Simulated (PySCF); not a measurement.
PySCF job for C₃H₇Br, SMILES CC(C)Br, TDA-ωB97X/def2-SVPD. Geometry: B3LYP-D3(BJ)/def2-SVP.

```python
import numpy as np
from pyscf import gto, scf, dft, tdscf

mol = gto.M(
    atom='''
    C     1.56134540   -0.12613124   -1.27269709
    C     0.93004759    0.40977205    0.00000000
    C     1.56134540   -0.12613124    1.27269709
    Br   -1.01852540   -0.02523814    0.00000000
    H     1.49813175   -1.22450994   -1.31103789
    H     2.62745496    0.15848632   -1.29902835
    H     1.07300022    0.28102482   -2.16923360
    H     0.93478474    1.50827532    0.00000000
    H     1.49813175   -1.22450994    1.31103788
    H     2.62745496    0.15848632    1.29902834
    H     1.07300022    0.28102482    2.16923359
    ''',
    basis='def2-SVPD',
    charge=0,
    spin=0,
    symmetry=True,
    max_memory=1600,
    verbose=4,
)
mf = dft.RKS(mol, xc='wb97x').density_fit(auxbasis='def2-universal-jkfit')
mf.grids.level = 3
mf.conv_tol = 1e-9
mf.max_cycle = 100
mf.kernel()
mf.grids = dft.Grids(mol).set(level=1).build(with_non0tab=True)  # coarser grid for the response kernel
td = tdscf.TDA(mf)
td.singlet = True
td.nstates = 10
td.conv_tol = 1e-4
td.positive_eig_threshold = 1e-6
td.kernel(x0=td.get_init_guess(mf, 15))
td.analyze()
tt = tdscf.TDA(mf)
tt.singlet = False
tt.nstates = 4
tt.conv_tol = 1e-4
tt.positive_eig_threshold = 1e-6
tt.kernel(x0=tt.get_init_guess(mf, 9))
tt.analyze(verbose=3)
```

Output:

```
PySCF version 2.14.0

[INPUT] verbose = 4
[INPUT] num. atoms = 11
[INPUT] num. electrons = 60
[INPUT] charge = 0
[INPUT] spin (= nelec alpha-beta = 2S) = 0
[INPUT] symmetry True subgroup None
[INPUT] Mole.unit = angstrom
[INPUT] Symbol           X                Y                Z      unit          X                Y                Z       unit  Magmom
[INPUT]  1 C      1.561345400000  -0.126131240000  -1.272697090000 AA    2.950515191849  -0.238353499352  -2.405048939631 Bohr   0.0
[INPUT]  2 C      0.930047590000   0.409772050000   0.000000000000 AA    1.757535227912   0.774356948002   0.000000000000 Bohr   0.0
[INPUT]  3 C      1.561345400000  -0.126131240000   1.272697090000 AA    2.950515191849  -0.238353499352   2.405048939631 Bohr   0.0
[INPUT]  4 Br    -1.018525400000  -0.025238140000   0.000000000000 AA   -1.924734056913  -0.047693172493   0.000000000000 Bohr   0.0
[INPUT]  5 H      1.498131750000  -1.224509940000  -1.311037890000 AA    2.831058706015  -2.313988423408  -2.477502551028 Bohr   0.0
[INPUT]  6 H      2.627454960000   0.158486320000  -1.299028350000 AA    4.965170279030   0.299495739290  -2.454807809546 Bohr   0.0
[INPUT]  7 H      1.073000220000   0.281024820000  -2.169233600000 AA    2.027676547398   0.531059944005  -4.099257404204 Bohr   0.0
[INPUT]  8 H      0.934784740000   1.508275320000   0.000000000000 AA    1.766487144023   2.850227275241   0.000000000000 Bohr   0.0
[INPUT]  9 H      1.498131750000  -1.224509940000   1.311037880000 AA    2.831058706015  -2.313988423408   2.477502532130 Bohr   0.0
[INPUT] 10 H      2.627454960000   0.158486320000   1.299028340000 AA    4.965170279030   0.299495739290   2.454807790648 Bohr   0.0
[INPUT] 11 H      1.073000220000   0.281024820000   2.169233590000 AA    2.027676547398   0.531059944005   4.099257385307 Bohr   0.0

nuclear repulsion = 249.364082561192
point group symmetry = Cs
symmetry origin: [-1.88972613e-09  7.55890450e-09 -9.44863062e-10]
symmetry axis x: [ 1.00000000e+00 -7.25044754e-10 -9.19066111e-10]
symmetry axis y: [-7.25044754e-10 -1.00000000e+00  2.71081267e-10]
symmetry axis z: [-9.19066111e-10 -2.71081418e-10 -1.00000000e+00]
num. orbitals of irrep A' = 92
num. orbitals of irrep A" = 65
number of shells = 67
number of NR pGTOs = 243
number of NR cGTOs = 157
basis = def2-SVPD
ecp = {}


[settings echo left out]
init E= -2691.43500504696
HOMO (A') = -0.351657276399752  LUMO (A') = -0.0178243239925022  gap/eV = 9.08406
cycle= 1 E= -2692.27685956313  delta_E= -0.842  |g|= 0.306  |ddm|= 3.93
HOMO (A") = -0.349979264101382  LUMO (A') = 0.0482727398811695  gap/eV = 10.83699
cycle= 2 E= -2692.29113566757  delta_E= -0.0143  |g|= 0.261  |ddm|= 0.919
HOMO (A") = -0.36864974656395  LUMO (A') = 0.0688542494250335  gap/eV = 11.90509
cycle= 3 E= -2692.3078964626  delta_E= -0.0168  |g|= 0.0358  |ddm|= 0.414
HOMO (A') = -0.375567546433854  LUMO (A') = 0.0650292394170178  gap/eV = 11.98925
cycle= 4 E= -2692.3082532225  delta_E= -0.000357  |g|= 0.0121  |ddm|= 0.0883
HOMO (A') = -0.375651268332033  LUMO (A') = 0.0662443031127617  gap/eV = 12.02459
cycle= 5 E= -2692.30830181306  delta_E= -4.86e-05  |g|= 0.00294  |ddm|= 0.0339
HOMO (A') = -0.375097404167341  LUMO (A') = 0.066544352161678  gap/eV = 12.01768
cycle= 6 E= -2692.30830596527  delta_E= -4.15e-06  |g|= 0.00112  |ddm|= 0.00955
HOMO (A') = -0.375358374096908  LUMO (A') = 0.0664532645588274  gap/eV = 12.02231
cycle= 7 E= -2692.30830666967  delta_E= -7.04e-07  |g|= 0.000182  |ddm|= 0.00383
HOMO (A') = -0.375353768486463  LUMO (A') = 0.0664700712186512  gap/eV = 12.02264
cycle= 8 E= -2692.30830669573  delta_E= -2.61e-08  |g|= 6.27e-05  |ddm|= 0.000706
HOMO (A') = -0.375370344938035  LUMO (A') = 0.0664626108381601  gap/eV = 12.02289
cycle= 9 E= -2692.30830669731  delta_E= -1.58e-09  |g|= 1.43e-05  |ddm|= 0.0002
HOMO (A') = -0.375368743939544  LUMO (A') = 0.0664628410958832  gap/eV = 12.02285
cycle= 10 E= -2692.30830669738  delta_E= -6.09e-11  |g|= 4.79e-06  |ddm|= 4.07e-05
HOMO (A') = -0.375369671043197  LUMO (A') = 0.0664619735951275  gap/eV = 12.02285
Extra cycle  E= -2692.30830669741  delta_E= -3e-11  |g|= 2.93e-06  |ddm|= 1.36e-05
converged SCF energy = -2692.30830669741
tot grids = 40176
Overwritten attributes  positive_eig_threshold  of <class 'pyscf.tdscf.rks.TDA'>


******** <class 'pyscf.tdscf.rks.TDA'> for <class 'pyscf.df.df_jk.DFSymAdaptedRKS'> ********
nstates = 10 singlet
deg_eia_thresh = 1.000e-03
wfnsym = None
conv_tol = 0.0001
eigh lindep = 1e-12
eigh level_shift = 0
eigh max_cycle = 100


Excitation energies (eV)
[6.14322754 6.17050019 8.05544679 8.06483149 8.71180666 8.93435076
 8.97215767 9.18680533 9.21629574 9.32458634]

** Singlet excitation energies and oscillator strengths **
Excited State   1:   A'      6.14323 eV    201.82 nm  f=0.0000
      30 -> 31       -0.67097
      30 -> 35       -0.15187
      30 -> 38        0.10890
Excited State   2:   A"      6.17050 eV    200.93 nm  f=0.0001
      29 -> 31        0.67249
      29 -> 35        0.15260
Excited State   3:   A'      8.05545 eV    153.91 nm  f=0.1071
      30 -> 32       -0.60530
      30 -> 35       -0.28988
      30 -> 37        0.11434
      30 -> 38       -0.12262
Excited State   4:   A"      8.06483 eV    153.73 nm  f=0.1142
      29 -> 32        0.60671
      29 -> 35        0.29271
      29 -> 37       -0.11318
      29 -> 38        0.12151
Excited State   5:   A'      8.71181 eV    142.32 nm  f=0.3161
      26 -> 31       -0.11711
      28 -> 31       -0.49852
      29 -> 34        0.13971
      30 -> 33       -0.39162
Excited State   6:   A"      8.93435 eV    138.77 nm  f=0.0041
      29 -> 33        0.64079
      29 -> 35        0.17863
      30 -> 34       -0.16019
Excited State   7:   A'      8.97216 eV    138.19 nm  f=0.0458
      26 -> 31       -0.14153
      28 -> 31       -0.24003
      29 -> 34        0.32658
      29 -> 36        0.14144
      30 -> 33        0.46870
      30 -> 35        0.20243
Excited State   8:   A"      9.18681 eV    134.96 nm  f=0.0009
      29 -> 33        0.14932
      30 -> 34        0.61404
      30 -> 36        0.27871
Excited State   9:   A'      9.21630 eV    134.53 nm  f=0.0313
      26 -> 31       -0.53486
      26 -> 35       -0.14837
      29 -> 34       -0.33858
      29 -> 36       -0.14669
      30 -> 35        0.12383
Excited State  10:   A"      9.32459 eV    132.96 nm  f=0.0071
      24 -> 31       -0.11488
      27 -> 31        0.64683
      27 -> 35        0.17284

** Transition electric dipole moments (AU) **
state          X           Y           Z        Dip. S.      Osc.
  1        -0.0016     -0.0079      0.0000      0.0001      0.0000
  2         0.0000      0.0000     -0.0258      0.0007      0.0001
  3         0.3684     -0.6380      0.0000      0.5427      0.1071
  4         0.0000     -0.0000      0.7603      0.5781      0.1142
  5        -1.1808     -0.2942     -0.0000      1.4809      0.3161
  6         0.0000      0.0000      0.1372      0.0188      0.0041
  7        -0.3657      0.2732     -0.0000      0.2084      0.0458
  8         0.0000     -0.0000      0.0637      0.0041      0.0009
  9         0.3570      0.1062     -0.0000      0.1387      0.0313
 10         0.0000      0.0000      0.1760      0.0310      0.0071

** Transition velocity dipole moments (imaginary part, AU) **
state          X           Y           Z        Dip. S.      Osc.
  1        -0.0140      0.0895      0.0000      0.0082      0.0243
  2         0.0000      0.0000     -0.0920      0.0085      0.0249
  3         0.0963     -0.1505      0.0000      0.0319      0.0719
  4        -0.0000     -0.0000      0.1910      0.0365      0.0821
  5        -0.2698     -0.0619     -0.0000      0.0766      0.1596
  6         0.0000      0.0000      0.0355      0.0013      0.0026
  7        -0.0671      0.0714     -0.0000      0.0096      0.0194
  8         0.0000     -0.0000      0.0080      0.0001      0.0001
  9         0.0985      0.0055      0.0000      0.0097      0.0192
 10         0.0000      0.0000      0.0315      0.0010      0.0019

** Transition magnetic dipole moments (imaginary part, AU) **
state          X           Y           Z
  1         0.0000     -0.0000     -0.3782
  2         0.1471     -0.5602     -0.0000
  3         0.0000      0.0000     -0.8866
  4         0.1423     -1.0128      0.0000
  5        -0.0000     -0.0000     -0.7204
  6        -0.0435     -0.1344     -0.0000
  7        -0.0000     -0.0000     -0.5131
  8         0.1212     -0.0479      0.0000
  9        -0.0000      0.0000     -0.6232
 10         0.0651      1.0637     -0.0000


******** <class 'pyscf.tdscf.rks.TDA'> for <class 'pyscf.df.df_jk.DFSymAdaptedRKS'> ********
nstates = 4 triplet
deg_eia_thresh = 1.000e-03
wfnsym = None
conv_tol = 0.0001
eigh lindep = 1e-12
eigh level_shift = 0
eigh max_cycle = 100


Excitation energies (eV)
[5.477859   5.49235029 6.93156703 7.99010448]

** Triplet excitation energies and oscillator strengths **
Excited State   1:   A'      5.47786 eV    226.34 nm  f=0.0000
Excited State   2:   A"      5.49235 eV    225.74 nm  f=0.0000
Excited State   3:   A'      6.93157 eV    178.87 nm  f=0.0000
Excited State   4:   A'      7.99010 eV    155.17 nm  f=0.0000
```

Self-consistency was reached.
